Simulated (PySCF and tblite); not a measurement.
The numbers below are computed, except where a source is named.
C₃H₇F₃OSi, numbered as in [CH3:1][C@H:2]([O:3][SiH3:4])[C:5]([F:6])([F:7])[F:8].

Geometries GFN2-xTB; weights from PBE0-D3(BJ)/pcSseg-1 energies and GFN2-xTB thermal corrections, with symmetry numbers and mirror pairs. Conformers within 2.5 kcal/mol (GFN2-xTB free energy) were kept, 4 at most. Run with PySCF (density fitting) and tblite.

Rotational constants are equilibrium values for the commonest isotopes; dipoles come from the energy level named.

Torsions listed: C1–C2–O3–Si4.

```tsv
conformer	shape	symmetry	weight %
1	-168°	C1	65.4
2	-76°	C1	34.6
```

Sets of constants, in random order:

```
set  A (MHz)  B (MHz)  C (MHz)  abs μa (D)  abs μb (D)  abs μc (D)
  P     2565     1333     1122        0.54        1.52        0.19
  Q     2500     1353     1066        0.41        1.04        0.88
```

Problem. Match each set to its conformer.

Solution. P is conformer 2, Q is conformer 1.


Conformer gaps in pcSseg-1 on xTB geometries can be 2 kcal/mol off for S=O, P=O and other polar bonds.